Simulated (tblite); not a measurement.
C3H12N2Si3.
Numbering: `[CH3:1][N:2]([CH3:3])[Si@@H:4]([C:5]#[N:6])[SiH2:7][SiH3:8]` (hydrogens: H9, H10, H11 on C1; H12, H13, H14 on C3; H15 on Si4; H16, H17 on Si7; H18, H19, H20 on Si8)

The geometry is computed with GFN2-xTB (gas phase).

(1) What internal coordinates does the optimisation give?

Results:

(1) 
```csv
bond,length (Å)
"C1–N2, N2–C3",1.440
N2–Si4,1.720
Si4–C5,1.882
C5≡N6,1.147
Si4–Si7,2.314
Si7–Si8,2.319
"C1–H9, C3–H12",1.096
C1–H10 and 3 like bonds,1.091
Si4–H15,1.477
Si7–H16,1.471
Si7–H17,1.475
"Si8–H18, Si8–H19, Si8–H20",1.465
```

Bonds in one row agree within 0.01 Å and their mean is given. A selection of angles:
```csv
angle,degrees
C1–N2–C3,112.4
C1–N2–Si4,120.7
C3–N2–Si4,125.2
N2–Si4–C5,108.0
N2–Si4–Si7,112.2
C5–Si4–Si7,106.3
Si4–C5–N6,177.6
Si4–Si7–Si8,116.1
```

Torsions: C1–N2–Si4–C5 50° (synclinal); N2–Si4–Si7–Si8 -65° (synclinal).

Si4 (SiH silicon) is distorted tetrahedral (angles from 101.5° to 121.8°). N2 (silicon-bound nitrogen) is almost planar (angles 125.2°, 120.7° and 112.4°, sum 358.3°, 0.12 Å off the plane of its three neighbours). Si7 (SiH2 silicon) is distorted tetrahedral (angles from 103.1° to 116.1°). Si8 (SiH3 silicon) is distorted tetrahedral (angles from 106.1° to 113.5°). The C–N distances run from 1.147 Å (C5≡N6, drawn triple) to 1.441 Å (C1–N2, drawn single), a spread of 0.294 Å. Of the pairs four or more bonds apart, Si7···H13 is among the closest relative to their van der Waals radii: 2.87 Å, 87 % of the sum of Bondi's values.

Point group: C1 (no symmetry element, even within 0.4 Å). GFN2-xTB frequencies show an imaginary mode (33i cm⁻¹), so the point is no minimum at that level. 3 starts were optimised and ended at 0.00, 0.14 and 0.91 kcal/mol (GFN2-xTB); the lowest of these is shown.
